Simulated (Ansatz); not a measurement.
CuSe₂⁺, relaxed as a singlet with RKS r2SCAN-D4/def2-TZVP in Ansatz, starting from the GFN2-xTB geometry. Force threshold 0.02 eV/Å.

The restricted singlet is unstable towards broken spin symmetry at other levels; at r2SCAN-D4/def2-TZVP this wasn't settled. An occupied level lies above an empty one. Another isomer (triplet) lies 0.70 eV lower at PBE0-D4/def2-TZVP; other spin states weren't run for this one.

Start:

```
atom   x (Å)   y (Å)   z (Å)
 Cu1   0.634   0.922   0.934
 Se2   0.121  -1.339   0.065
 Se3  -0.755   0.417  -0.999
```

| step | energy (eV) | largest force component (eV/Å) | SCF passes |
| --- | --- | --- | --- |
| 1 | -175331.8654 | 0.680 | 54 |
| 2 | -175331.9138 | 0.356 | 74 |
| 3 | -175331.9282 | 0.086 | 32 |
| 4 (rejected) | -175331.9272 | 0.219 | 34 |
| 5 | -175331.9287 | 0.034 | 35 |
| 6 | -175331.9288 | 0.000 | 34 |

Force components are those of the run's own axes.

End:

```tsv
atom	x (Å)	y (Å)	z (Å)
Cu1	0.600	0.854	0.882
Se2	0.149	-1.308	0.106
Se3	-0.749	0.454	-0.988
```

By distances, no bond broke or formed. The bond that changes most is Cu1–Se2, from 2.48 to 2.34 Å (atoms count from 1).

No frequencies were taken in this run, so the end may be a saddle point.

Hardware: 4 threads of Arm Neoverse V1 on a shared host. Wall time 30 s.
